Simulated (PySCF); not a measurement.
## IO⁺ at r²SCAN

Computed with r²SCAN; I aug-cc-pVDZ-PP with ECP28, O aug-cc-pVDZ; scalar-relativistic core potentials (PySCF 2.14).

```json
{
  "state": "³Σ⁻ (triplet), unpaired electrons π ↑↑",
  "bond length": "1.846 Å",
  "harmonic wavenumber": "797 cm⁻¹",
  "force constant": "5.32 mdyn/Å",
  "rotational constant Be": "0.3482 cm⁻¹",
  "anharmonicity ωexe": "3.61 cm⁻¹",
  "vibration–rotation constant αe": "0.00210 cm⁻¹",
  "well depth De to I⁺ + O": "3.51 eV",
  "dissociation energy D0": "3.46 eV",
  "bond order (Mayer)": "1.70",
  "dipole moment (positive dipole points towards O; it is taken about the centre of mass and depends on that origin)": "-1.46 D"
}
```

Spin–orbit coupling is left out, which matters for elements this heavy, above all for dissociation energies. For an ion De counts to the pair picked by the measured ionisation energies or electron affinities, which need not be the lowest pair at this level. The state is the lowest determinant that a PBE0 search found; another state may lie lower at other levels.
